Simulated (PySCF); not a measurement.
Calculation: PBE-D3(BJ)/def2-TZVP // PBE0-D4/def2-TZVP (PySCF 2.14.0). Isolated molecules, 0 K electronic values unless said otherwise. One relaxed conformer stands for a flexible species; it need not be the lowest. Excitations are Tamm–Dancoff values on a coarser integration grid. The basis has no diffuse functions, so Rydberg states are missing or too high.

Reference species (SMILES): `[Br][Al]([Br])[Br]` (neutral, multiplicity 1).

```
Quantity                Value
-------------------  --------
HOMO                 -7.36 eV
T1 excitation (TDA)   4.88 eV
```

Changed species: `[OH][Al]([OH])[Br]` (H–O–Al–Br torsion 0°, Br–Al–O–H torsion -180°) (2 of 3 Br replaced by OH; the reference has 0 of 3 Br replaced by OH).

Question: Predict the effect on the HOMO and T1 excitation (TDA).

Answer: the HOMO rises by 0.06 eV, to -7.30 eV; the T1 excitation (TDA) increases by 0.67 eV, to 5.55 eV.
